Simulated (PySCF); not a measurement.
Calculation: B3LYP-D3(BJ)/def2-TZVP (PySCF). All species are isolated molecules in the gas phase. One relaxed conformer stands for a flexible species; it need not be the lowest. B3LYP has the VWN-RPA correlation part, as in Gaussian. 

Reference species (SMILES): `C/N=C\O` (N–C–O–H torsion 0°) (neutral, multiplicity 1).

```json
{
  "HOMO": "-7.32 eV",
  "HOMO–LUMO gap": "7.48 eV"
}
```

Changed species: `C=NCO` (C–N–C–O torsion -130°, N–C–O–H torsion -47°).

Predict the effect on the HOMO and HOMO–LUMO gap.

the HOMO falls by 0.20 eV, to -7.52 eV; the HOMO–LUMO gap falls by 0.89 eV, to 6.59 eV.
